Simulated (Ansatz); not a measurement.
`BOCC` → `CBOC`  (isomerisation)

Isolated molecules relaxed with PBE0-D4/def2-TZVP in Ansatz; ΔE leaves out vibrations. CCSD(T)/CBS adds triple-zeta CCSD(T) − MP2 to the extrapolated MP2 energy (def2 sets, frozen cores). Functionals use def2-TZVPP. Each species was taken in one conformer, which may not be the lowest.

| level | ΔE (kJ/mol) |
| --- | --- |
| BLYP-D4 | -38.8 |
| r2SCAN-D4 | -42.5 |
| r2SCAN0-D4 | -42.0 |
| PBE | -42.2 |
| RPA@PBE/def2-TZVPP | -32.7 |
| MP2/def2-QZVPP | -37.8 |
| MP2/CBS(def2) | -38.1 |
| CCSD/CBS(def2) | -37.9 |

Q: What does CCSD(T)/CBS give? (Estimate.)

A: The calculation gave: -37.7 kJ/mol. The listed levels differ from it by -1.1, -4.8, -4.3, -4.5, 5.0, -0.1, -0.4, -0.2 kJ/mol.

Largest T1 diagnostic among the species: 0.013.

Leaving LDA and LC-ωPBE aside and taking each functional with its dispersion term where it has one, the values, not all of them listed here, spread over 7.9 kJ/mol, from B97M-V to ωB97X-V. At CCSD(T), def2-SVP lies +4.3 kJ/mol from the extrapolated value and def2-TZVPP +0.6 kJ/mol.
